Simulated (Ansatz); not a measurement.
Mulliken charges of `C[S][Ti]([F])([F])[Cl]` from r2SCAN/def2-TZVPP in Ansatz (PBE0-D4/def2-TZVP geometry).

| atom | x (Å) | y (Å) | z (Å) | charge (e) |
| --- | --- | --- | --- | --- |
| C1 | -1.301 | 0.454 | 0.690 | -0.126 |
| S2 | -0.748 | 0.606 | -1.039 | -0.165 |
| Ti3 | 1.206 | -0.472 | -0.815 | 0.928 |
| F4 | 0.870 | -2.022 | -0.077 | -0.354 |
| F5 | 1.884 | -0.592 | -2.413 | -0.338 |
| Cl6 | 2.464 | 0.694 | 0.550 | -0.236 |
| H7 | -2.384 | 0.575 | 0.689 | 0.096 |
| H8 | -1.060 | -0.525 | 1.104 | 0.096 |
| H9 | -0.844 | 1.237 | 1.292 | 0.100 |

**Question.** By hand: the dipole of these point charges (1 e Å = 4.8032 D).

**Answer.** Σ q r = (-0.535, 0.285, 0.343) e Å, of length 0.696 e Å = 3.34 D.

**Question.** How does the dipole of the full density compare? (An estimate is asked.)

**Answer.** Computed: (-0.385, 0.091, 0.268) e Å, 2.30 D; the point charges give 1.45 times that, at 13° from its direction.

Point charges leave out the atoms' own dipoles, such as those of lone pairs, and Mulliken's split depends on the basis, so the two needn't agree.
